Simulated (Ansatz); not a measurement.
GeHMe2(OiPr) (C₅H₁₄GeO), 21 atoms. Hardware: 2 threads of AMD EPYC 7R13 on a shared host and a share (18 GiB) of an NVIDIA H100 80GB HBM3.

Correlated methods freeze 15 core orbitals; core or outer-core shells of Ge are correlated, in sets that lack core-valence functions.

Task: How many basis functions does each of these Ansatz runs have, and roughly what does it cost? revPBE-D4/def2-TZVP, charge 0 singlet, energy, from earlier orbitals; PBE-D4/def2-TZVP, charge 0 triplet at the geometry of the charge 0 singlet, energy, from earlier orbitals; PBE-D4/def2-TZVP, charge 0 singlet, energy and forces, from earlier orbitals; CCSD(T)/def2-SVP, charge 0 singlet, energy, from earlier orbitals; LDA (SPW92)/def2-TZVP, charge 0 singlet, energy, from earlier orbitals; LDA (SPW92)/def2-TZVP, charge 1 doublet at the geometry of the charge 0 singlet, energy, from earlier orbitals; HF/STO-3G, charge 0 singlet, energy; PBE-D4/def2-TZVP, charge 1 doublet at the geometry of the charge 0 singlet, energy, from earlier orbitals; PBE0-D4/def2-TZVP, charge 1 doublet, energy, from earlier orbitals; PBE0-D4/def2-SVP, charge 0 singlet, relaxation, 11 steps; r2SCAN-D4/def2-TZVP, charge 0 singlet, energy, from earlier orbitals; RPA@PBE/def2-TZVP, charge 0 singlet, energy, from earlier orbitals.

Result: Other jobs shared the machine, so times can vary by a factor of up to 3.

```
                                                                                                           run  functions  fitting or Cholesky vectors  wall time  peak host memory (GiB)
                                        LDA (SPW92)/def2-TZVP, charge 0 singlet, energy, from earlier orbitals        318                         2025       11 s                    0.83
                                          r2SCAN-D4/def2-TZVP, charge 0 singlet, energy, from earlier orbitals        318                         2025       14 s                    0.87
     PBE-D4/def2-TZVP, charge 0 triplet at the geometry of the charge 0 singlet, energy, from earlier orbitals        318                         2025       14 s                    0.88
                                            PBE0-D4/def2-TZVP, charge 1 doublet, energy, from earlier orbitals        318                         2068       14 s                     0.9
LDA (SPW92)/def2-TZVP, charge 1 doublet at the geometry of the charge 0 singlet, energy, from earlier orbitals        318                         2025       14 s                    0.85
                                  PBE-D4/def2-TZVP, charge 0 singlet, energy and forces, from earlier orbitals        318                         2025       16 s                    0.84
                                          revPBE-D4/def2-TZVP, charge 0 singlet, energy, from earlier orbitals        318                         2025       16 s                    0.84
     PBE-D4/def2-TZVP, charge 1 doublet at the geometry of the charge 0 singlet, energy, from earlier orbitals        318                         2025       16 s                    0.89
                                                                           HF/STO-3G, charge 0 singlet, energy         62                          813       17 s                    0.75
                                             CCSD(T)/def2-SVP, charge 0 singlet, energy, from earlier orbitals        186                         1907       17 s                     0.8
                                            RPA@PBE/def2-TZVP, charge 0 singlet, energy, from earlier orbitals        318                         2216       18 s                     1.5
                                                      PBE0-D4/def2-SVP, charge 0 singlet, relaxation, 11 steps        186                         2071       39 s                    0.95
```
